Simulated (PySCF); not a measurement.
MoF₆, SMILES [F][Mo]([F])([F])([F])([F])[F], multiplicity 1. Heavy atoms are numbered as in [Mo:1]([F:2])([F:3])([F:4])([F:5])([F:6])[F:7].

Geometry optimised at B3LYP-D3(BJ)/def2-SVP. The spin state was assumed, not searched. The isomer is the one that the SMILES or the coordinates give; other isomers of the formula were not compared. The def2 effective core potentials stand for the cores of Mo; spin–orbit coupling is left out.

These are PySCF with B3LYP/def2-TZVP values and carry that method's errors.

Atomic charges (e), one atom of each kind:

```tsv
atom	Löwdin	Mulliken
Mo1	1.03	2.11
F2	-0.17	-0.35
```
